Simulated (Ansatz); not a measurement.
Computed with Ansatz on PBE0-D4/def2-TZVP structures; ΔE is electronic, products minus reactants. CCSD(T)/CBS is the MP2 limit (def2-TZVPP, def2-QZVPP) plus CCSD(T) − MP2 in def2-TZVPP, frozen cores. This one scheme is used for every species. DFT in def2-TZVPP. B3LYP here is the variant with VWN-RPA as its local correlation; programs differ in this. def2 core potentials past Kr. For Mo outer-core shells are correlated without core-valence functions, which leaves a few kJ/mol of doubt a bond. One conformer a species, not always the lowest.

`[OH][Mo]([F])([F])([F])=[S]` + H–F → `[F][Mo]([F])([F])([F])=[S]` + H₂O  (ligand exchange at a Mo–O bond)

```tsv
level	ΔE (kJ/mol)	difference from CCSD(T)/CBS
B3LYP-D4	-26.2	-3.7
CAM-B3LYP-D4	-29.0	-6.5
PBE	-29.8	-7.3
PBE0	-26.5	-4.0
LC-ωPBE	-33.5	-11.0
CCSD/def2-SVP	-23.8	-1.3
HF/def2-TZVPP	-30.6	-8.1
SCS-MP2/def2-TZVPP	-22.6	-0.1
CCSD/def2-TZVPP	-23.5	-1.0
MP2/def2-QZVPP	-19.5	3.0
CCSD(T)/CBS	-22.5	0
```

Largest T1 diagnostic among the species: 0.024, so the coupled-cluster value is less sure than usual.

In def2-TZVPP, CCSD(T) changes the Hartree–Fock value by +8.3 kJ/mol (the triples alone add +1.1 kJ/mol) and MP2 by +11.9 kJ/mol. Leaving LDA and LC-ωPBE aside and taking each functional with its dispersion term where it has one, the values, not all of them listed here, spread over 10.4 kJ/mol, from B97M-V to PBE-QIDH. LDA lies +6.8 kJ/mol from PBE without D4.
